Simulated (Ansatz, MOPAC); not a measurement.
System: SnH₃ (charge +1, singlet). SMILES of the parent species: [SnH3]

Atoms: Sn1, H2, H3, H4. Bonds: Sn1-H2, Sn1-H3, Sn1-H4.

Bond lengths (Å) and angles (degrees) optimised at AM1 with MOPAC; PM3 with MOPAC; PM6 with MOPAC; PM7 with MOPAC; HF/6-31G* with LANL2DZ past Ar with Ansatz (a program for electronic structure); PBE/6-31G* with LANL2DZ past Ar with Ansatz, each started from the B3LYP-D3(BJ)/def2-TZVP structure (Ansatz) of the last column. A row stands for all coordinates that are equal there. 6-31G* holds six Cartesian d functions. No wavenumbers were computed at PBE/6-31G* with LANL2DZ past Ar, so these may be saddle points.

| coordinate | AM1 | PM3 | PM6 | PM7 | HF/6-31G* with LANL2DZ past Ar | PBE/6-31G* with LANL2DZ past Ar | B3LYP-D3(BJ)/def2-TZVP |
|---|---|---|---|---|---|---|---|
| Sn1-H2 | 1.627 | 1.673 | 1.687 | 1.712 | 1.679 | 1.715 | 1.691 |
| H2-Sn1-H3 | 120.0 | 120.0 | 120.0 | 120.0 | 120.0 | 120.0 | 120.0 |

Mean signed difference of all 3 bond lengths from B3LYP-D3(BJ)/def2-TZVP: AM1 -0.065 Å, PM3 -0.018 Å, PM6 -0.004 Å, PM7 0.020 Å, HF/6-31G* with LANL2DZ past Ar -0.012 Å, PBE/6-31G* with LANL2DZ past Ar 0.024 Å.
